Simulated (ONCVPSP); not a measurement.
# Ca ONCV: all-electron and pseudo phase curves

* Element: calcium
* Generator: ONCVPSP 4.0.1
* Type: optimised norm-conserving Vanderbilt (ONCV)
* Functional: LDA (Perdew-Wang 92)
* Relativity: fully relativistic
* Frozen core: [Ne]
* Valence charge: 10
* Reference configuration: 3s2 3p6 3d0.5 4s1.5
* Partial waves: 3s+4s: rc 1.70 bohr, ncon 4, nbas 8, qcut 8.6 1/bohr, 2 projectors; 3p: rc 1.80 bohr, ncon 4, nbas 7, qcut 8.5 1/bohr, 1 projector; 3d: rc 2.35 bohr, ncon 4, nbas 9, qcut 7.9 1/bohr, 2 projectors, debl 3 Ha
* Local potential: polynomial inside 1.50 bohr (lpopt 4, dvloc0 3 Ha)
* Core correction: polynomial model core, fcfact 0.35

Open shells are filled in proportion to 2j + 1.

The phase is arctan(r·R′/R) of the radial function R(r), unwrapped; energies in Ha, scanned from -3 to 5 Ha. A pole is an energy at which the radial function vanishes at the test radius. The pseudo phase is shifted by a multiple of π to meet the all-electron one at the reference energy, and phase errors are pseudo minus all-electron; the curves can meet again beyond the range given. Levels narrower than the energy grid can be missing from the lists of poles.

| channel | radius (bohr) | reference energy (Ha) | poles, all-electron | poles, pseudo | unbroken range about the reference energy with phases within 0.05 rad | phase error 1 Ha above the reference energy (rad) |
| --- | --- | --- | --- | --- | --- | --- |
| s | 1.73 | -0.13 | -1.07 | -1.07 | the whole range | +0.000 |
| p3/2 | 1.83 | -0.97 | -0.40 | -0.39 | below 1.4 | +0.003 |
| p1/2 | 1.83 | -0.98 | -0.42 | -0.42 | below 1.3 | +0.003 |
| d5/2 | 2.39 | -0.05 | 0.31, 3.17 | 0.31, 3.18 | below 1.2 | +0.019 |
| d3/2 | 2.39 | -0.05 | 0.31, 3.17 | 0.31, 3.17 | below 1.2 | +0.020 |

Phases in the d5/2 channel:

| E (Ha) | all-electron | pseudo |
| --- | --- | --- |
| -2.98 | 1.364 | 1.364 |
| -2.76 | 1.354 | 1.354 |
| -2.54 | 1.343 | 1.343 |
| -2.32 | 1.329 | 1.330 |
| -2.10 | 1.314 | 1.314 |
| -1.88 | 1.295 | 1.295 |
| -1.66 | 1.271 | 1.272 |
| -1.44 | 1.241 | 1.241 |
| -1.22 | 1.199 | 1.200 |
| -1.00 | 1.140 | 1.141 |
| -0.78 | 1.043 | 1.044 |
| -0.56 | 0.856 | 0.858 |
| -0.34 | 0.372 | 0.375 |
| -0.12 | -0.705 | -0.704 |
| 0.10 | -1.327 | -1.327 |
| 0.32 | -1.581 | -1.579 |
| 0.54 | -1.750 | -1.746 |
| 0.76 | -1.931 | -1.922 |
| 0.98 | -2.228 | -2.206 |
| 1.20 | -2.879 | -2.828 |
| 1.42 | -3.751 | -3.713 |
| 1.64 | -4.187 | -4.173 |
| 1.86 | -4.382 | -4.377 |
| 2.08 | -4.490 | -4.487 |
| 2.30 | -4.559 | -4.558 |
| 2.52 | -4.610 | -4.609 |
| 2.74 | -4.649 | -4.649 |
| 2.96 | -4.683 | -4.683 |
| 3.18 | -4.713 | -4.713 |
| 3.40 | -4.742 | -4.742 |
| 3.62 | -4.772 | -4.771 |
| 3.84 | -4.805 | -4.802 |
| 4.06 | -4.845 | -4.838 |
| 4.28 | -4.897 | -4.883 |
| 4.50 | -4.975 | -4.944 |
| 4.72 | -5.111 | -5.039 |
| 4.94 | -5.419 | -5.208 |
